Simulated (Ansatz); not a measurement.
Start from `F[SiH2]C[SiH3]` and change one atom or group to get `[SiH3]C[SiH2]Br`.

Ansatz, PBE0-D4/def2-TZVP geometries, multiplicity 1. Each molecule was computed in one conformer, which needn't be the lowest.

Scalar relativity is left out up to krypton.

| property | `F[SiH2]C[SiH3]` |
| --- | --- |
| size of the dipole moment (B3LYP/def2-TZVPP) / D | 1.84 |
| LUMO energy (PBE0/def2-TZVPP) / eV | 0.20 |
| HOMO–LUMO gap (PBE0/def2-TZVPP) / eV | 9.10 |
| size of the dipole moment (PBE/def2-TZVPP) / D | 1.77 |
| LUMO energy (PBE/def2-TZVPP) / eV | -0.67 |
| HOMO energy (PBE0/def2-TZVPP) / eV | -8.90 |

Problem. What does the change do to each property? (Best estimate.)

Solution. Computed: 
| property | `[SiH3]C[SiH2]Br` | shift |
| --- | --- | --- |
| size of the dipole moment (B3LYP/def2-TZVPP) / D | 1.42 | -0.42 |
| LUMO energy (PBE0/def2-TZVPP) / eV | -0.27 | -0.47 |
| HOMO–LUMO gap (PBE0/def2-TZVPP) / eV | 8.00 | -1.10 |
| size of the dipole moment (PBE/def2-TZVPP) / D | 1.35 | -0.42 |
| LUMO energy (PBE/def2-TZVPP) / eV | -1.14 | -0.47 |
| HOMO energy (PBE0/def2-TZVPP) / eV | -8.28 | 0.62 |

With PBE0 the HOMO rises by 0.62 eV and the LUMO falls by 0.47 eV, so the gap narrows by about 1.09 eV. PBE moves the HOMO by 0.57 eV and ωB97M-V by 0.64 eV. Dipoles are sizes alone; their direction can turn.

B3LYP here is the variant with VWN-RPA as its local correlation; programs differ in this.

Spin–orbit coupling is left out; it splits and shifts lone-pair levels of the heavy atoms by tenths of an eV.
